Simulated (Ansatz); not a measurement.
Consider the substitution at a C–Si bond: `N/C=C/[SiH3]` + H₂S → `N/C=C\S` + SiH₄.

Gas-phase electronic energies from Ansatz, PBE0-D4/def2-TZVP geometries. CCSD(T)/CBS adds triple-zeta CCSD(T) − MP2 to the extrapolated MP2 energy (def2 sets, frozen cores). This one scheme is used for every species. Double bonds are as drawn, so ΔE can hold a change between cis and trans. One conformer a species, not always the lowest.

```json
{"species": "`N/C=C/[SiH3]`", "CCSD(T)/CBS(def2) energy (Eh)": "-424.07389"}
{"species": "H₂S", "CCSD(T)/CBS(def2) energy (Eh)": "-398.97279"}
{"species": "`N/C=C\\S`", "CCSD(T)/CBS(def2) energy (Eh)": "-531.56697"}
{"species": "SiH₄", "CCSD(T)/CBS(def2) energy (Eh)": "-291.46306"}
```

(1) Work out ΔE.

(2) What do rigid-rotor, harmonic-oscillator terms from PBE0-D4/def2-TZVP frequencies (298.15 K, 1 bar) make of the CCSD(T)/CBS value? (Best estimate.)

Largest T1 diagnostic among the species: 0.012.

Results:

(1) ΔE = (-531.56697) + (-291.46306) − (-424.07389) − (-398.97279) = 0.01665 Eh = +43.7 kJ/mol.

(2) Ansatz gave: ΔZPE = +1.7 kJ/mol, ΔH = +43.6 kJ/mol, ΔS = -15 J/(mol·K), ΔG = +48.1 kJ/mol.

In def2-TZVPP, CCSD(T) changes the Hartree–Fock value by −3.3 kJ/mol (the triples alone add −1.9 kJ/mol) and MP2 by −4.7 kJ/mol. Leaving LDA and LC-ωPBE aside and taking each functional with its dispersion term where it has one, the values, not all of them listed here, spread over 9.6 kJ/mol, from revPBE-D4 to B97M-V. LDA lies −3.3 kJ/mol from PBE without D4.
